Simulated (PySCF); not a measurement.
C₂H₇ClSi₄ (charge +1 and doublet state).
SMILES with atom numbers: `[CH+:1]=[C:2][Si@@H:3]1[SiH2:4][SiH2:5][Si@H:6]1[Cl:7]` (hydrogens: H8 on C1; H9 on Si3; H10, H11 on Si4; H12, H13 on Si5; H14 on Si6)

Geometry (GFN2-xTB, Å), atoms numbered from 1 in this order:
```
atom  x, y, z in Å
C1     2.5702    0.3305   -2.3747
C2     2.0447    0.1772   -1.2999
Si3    1.2395   -0.0792    0.3331
Si4   -0.4888   -1.8242    0.3312
Si5   -2.2210   -0.1466    0.5152
Si6   -0.5550    1.6338    0.6800
Cl7   -0.4317    2.4684    2.4987
H8     3.0367    0.4677   -3.3097
H9     2.3612   -0.0885    1.2778
H10   -0.3290   -2.7589    1.4505
H11   -0.4714   -2.6821   -0.8557
H12   -3.1022    0.0268   -0.6420
H13   -3.1346   -0.2593    1.6551
H14   -0.5193    2.7340   -0.2818
```

Computed, not measured: UKS B3LYP, pcH-1 on C Cl H Si, non-relativistic, mean-field spin-orbit, GIAO in PySCF. Geometry: GFN2-xTB; no solvent, vibrations or thermal averaging. The geometry wasn't refined by DFT: couplings that depend on bond lengths, twists or pyramidal angles can differ widely from those at the functional's own minimum, by a factor of two or more for some ions and for spin on atoms past the first row. Stability of the SCF solution: not tested.

Task: Where do the isotropic ENDOR lines of C1, C2, H8, H9, H12, H13, H10, Si6, Si3 and Cl7 fall at 3338.2 mT, to first order?

Result: For S = 1/2 in fast tumbling each set of equivalent nuclei gives two lines, ν± = |νn ± a/2| to first order, with νn = g_N μN B/h and μN/h = 7.62259 MHz/T.

```
nuclei  isotope      g_N  νn (MHz)  a_iso (MHz)  lower line (MHz)  upper line (MHz)
    C1      13C   1.4048     35.75        13.09             29.20             42.29
    C2      13C   1.4048     35.75        -7.86             31.81             39.68
    H8       1H   5.5857    142.13       -16.02            134.12            150.14
    H9       1H   5.5857    142.13        -6.16            139.05            145.21
   H12       1H   5.5857    142.13         5.09            139.59            144.68
   H13       1H   5.5857    142.13        -4.63            139.82            144.45
   H10       1H   5.5857    142.13         4.35            139.96            144.31
   Si6     29Si  -1.1106     28.26        18.72             18.90             37.62
   Si3     29Si  -1.1106     28.26        18.32             19.10             37.42
   Cl7     35Cl   0.5479     13.94         6.17             10.86             17.03
```

The rows for 13C and 29Si, of low natural abundance, apply to labelled samples.

Task: Which pairs are centred on the nuclear Larmor frequency, and which on half the coupling?

Result: Centred on νn, since |a| < 2νn: C1, C2, H8, H9, H12, H13, H10, Si6, Si3 and Cl7. No pair has |a| > 2νn.

Couplings of abundant isotopes left out: H11 (-2.4 MHz) and H14 (1.3 MHz).

Main isotope only: 35Cl (natural samples also hold 24 % 37Cl, magnetic too, which adds its own pattern).

The Mulliken spin populations are largest on Si3 (+0.24), Si6 (+0.22), C1 (+0.21) and Si4 (+0.14).

The SMILES draws the unpaired electron on C2; the largest computed Mulliken spin population is on Si3 (0.24 against -0.02).
